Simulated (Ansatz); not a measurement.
A nudged elastic band was laid between two geometries of CH7NSSi (11 atoms, charge 0, multiplicity 1).

Theory: RKS PBE-D4/def2-SVP (Ansatz).

```
movable images  : 7
climbing image  : yes
spring          : 5.0 eV/Å²
optimiser       : quadratic models (default)
start path      : through a guess of the saddle point
force threshold : 0.03 eV/Å
iteration limit : 60
end points      : relaxed
```

Initial state:

```xyz
11
Properties=species:S:1:pos:R:3
C -1.017 1.088 -0.220
Si 0.035 -0.431 0.133
N 1.566 0.129 0.735
S 0.530 -1.580 -1.644
H -1.988 0.790 -0.664
H -1.230 1.655 0.710
H -0.501 1.762 -0.934
H -0.758 -1.376 1.012
H 1.594 0.940 1.358
H 2.297 -0.545 0.974
H -0.463 -2.490 -1.441
```

Final state:

```xyz
11
Properties=species:S:1:pos:R:3
C -1.024 0.954 -0.350
Si 0.040 -0.440 0.331
N 1.490 0.194 1.056
S 0.536 -1.807 -1.304
H -1.967 0.562 -0.783
H -1.281 1.668 0.458
H -0.487 1.504 -1.150
H -0.676 -1.176 1.432
H 1.991 -0.404 1.717
H 2.160 0.685 0.457
H -0.716 -1.799 -1.844
```

Problem. What changes between the two ends?

Solution. No bond is made or broken. The height of N3 over the plane of its neighbours goes from 0.22 to 0.26 Å.

Problem. What energy profile does the band end with?

Solution. The forces met the threshold. The highest image is number 4 of 0 to 8, 0.095 eV above the first end and 0.107 eV above the last; the last end lies 0.012 eV below the first. A vibrational analysis at the climbing image gives one clearly imaginary mode, 230i cm⁻¹: a first-order saddle point.

| image | path coordinate (Å) | energy (eV) | height of N3 over the plane of its neighbours (Å) |
| --- | --- | --- | --- |
| 0 | 0.00 | 0.000 | 0.22 |
| 1 | 0.34 | 0.012 | 0.25 |
| 2 | 0.68 | 0.044 | 0.27 |
| 3 | 1.02 | 0.080 | 0.29 |
| 4 | 1.36 | 0.095 | 0.29 |
| 5 | 1.82 | 0.070 | 0.23 |
| 6 | 2.28 | 0.022 | 0.20 |
| 7 | 2.73 | -0.006 | 0.25 |
| 8 | 3.19 | -0.012 | 0.26 |

Problem. What is the geometry of the highest image?

Solution. 
```xyz
11
Properties=species:S:1:pos:R:3
C -1.061 0.960 -0.332
Si 0.064 -0.416 0.284
N 1.604 0.216 0.818
S 0.603 -1.757 -1.339
H -2.036 0.559 -0.679
H -1.268 1.683 0.484
H -0.580 1.506 -1.168
H -0.682 -1.175 1.361
H 1.661 0.559 1.782
H 2.433 -0.350 0.616
H -0.673 -1.841 -1.807
```

Problem. What are the harmonic wavenumbers there?

Solution. 230i, 137, 166, 176, 214, 263, 418, 473, 644, 662, 676, 729, 756, 838, 889, 907, 1213, 1377, 1377, 1499, 2099, 2625, 2970, 3065, 3087, 3476, 3568 cm⁻¹.

Run time: 3 min on 2 threads of Arm Neoverse V2, on a shared host, peak memory 0.13 GiB.
